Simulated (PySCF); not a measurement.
## I⁻ (iodine, charge -1) across methods

[Xe], closed-shell 1S. Calculation: PySCF 2.14, in aug-cc-pVQZ-PP with one added diffuse shell each of s, p, d, f, g type with ECP28MDF (8s8p6d4f3g, 117 functions); a scalar-relativistic core potential.

```csv
method,E (hartree),mean ε 4d (eV),mean ε 5s (eV),mean ε 5p (eV),Σ⟨r²⟩ (bohr²),⟨S²⟩
UHF,-294.74685,-54.522,-16.537,-3.428,76.57,0.000
r2SCAN,-295.9243,-43.052,-10.475,-0.280,76.50,0.000
LDA,-295.3957,-42.005,-10.216,-0.201,77.71,0.000
wB97X-V,-295.7914,-47.675,-14.684,-3.239,76.16,0.000
PBE0,-295.8165,-45.371,-11.801,-1.070,76.65,0.000
PBE,-295.7902,-42.098,-9.970,-0.072,78.00,0.000
revPBE,-295.8451,-42.066,-9.905,-0.029,78.00,0.000
B3LYP,-295.9043,-44.751,-11.497,-0.868,77.53,0.000
```

Energies and moments cover only the electrons outside the core potential.
